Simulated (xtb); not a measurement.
Cd(F)(OH) (CdFHO), SMILES [OH][Cd][F]. All values are semi-empirical tight-binding results from xtb (GFN2-xTB unless named), good for trends rather than for accurate numbers. Coordinates come from a GFN2-xTB optimisation. The values are those of a single conformer.

For metal compounds this method's bond lengths and energies can be far off.

Computed properties:
The point group as xtb finds it is Cs. The orbital gap comes out as 3.45 eV. The zero-point energy is 7.8 kcal/mol. The G − E(el) at 298.15 K (modified RRHO) comes out as -10.2 kcal/mol.
